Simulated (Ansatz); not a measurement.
`O[AsH][SiH3]` + GeH₄ → `O[AsH][GeH3]` + SiH₄ at 600 K and 1 bar (formal exchange of groups at the As–Si bond).

Gas-phase electronic energies from Ansatz, PBE0-D4/def2-TZVP geometries. CBS: MP2 limit from def2 TZ/QZ plus the TZ coupled-cluster correction, frozen cores. This one scheme is used for every species. For As, Ge outer-core shells are correlated without core-valence functions, which leaves a few kJ/mol of doubt a bond. Scalar relativity is left out up to krypton. One conformer a species, not always the lowest.

| species | CCSD(T)/CBS energy (Eh) | H − E (kJ/mol) | S (J/(mol·K)) |
| --- | --- | --- | --- |
| `O[AsH][SiH3]` | -2602.26090 | 174.6 | 403.3 |
| GeH₄ | -2078.49493 | 105.8 | 256.4 |
| `O[AsH][GeH3]` | -4389.29663 | 172.2 | 419.1 |
| SiH₄ | -291.46306 | 108.7 | 242.3 |

H − E and S are ideal-gas, rigid-rotor, harmonic terms from PBE0-D4/def2-TZVP, for one conformer and one mirror image of each species. 1 Eh = 2625.50 kJ/mol, R = 8.31446 J/(mol·K).

Q: By hand: ΔE, ΔH, ΔS and ΔG.

A: ΔE = (-4389.29663) + (-291.46306) − (-2602.26090) − (-2078.49493) = -0.00386 Eh = -10.1 kJ/mol. Δ(H − E) = 172.2 + 108.7 − 174.6 − 105.8 = 0.5, so ΔH = -9.6 kJ/mol. ΔS = 419.1 + 242.3 − 403.3 − 256.4 = 1.7 J/(mol·K). ΔG = -9.6 − 600 × (1.7)/1000 = -10.6 kJ/mol.

Q: By hand: the equilibrium constant, and the temperature at which ΔG would vanish if ΔH and ΔS stayed fixed.

A: log₁₀ K = −ΔG/(RT ln 10) = 0.9. ΔH and −TΔS have one sign here, so there is no such temperature.

The number of gas molecules stays the same, so ΔS is small and ΔH decides. A doubt of 5 kJ/mol in ΔE shifts log₁₀ K by 0.4 here. Other conformers and mirror images would add mixing entropy, several J/(mol·K) or more a flexible species. These are equilibria of isolated gas molecules and say nothing of rates. Largest T1 diagnostic: 0.012 (customary marks: 0.02 for closed shells, 0.045 for open ones).

ΔS is within the doubt of such terms, so its sign, and with it that verdict, could turn.
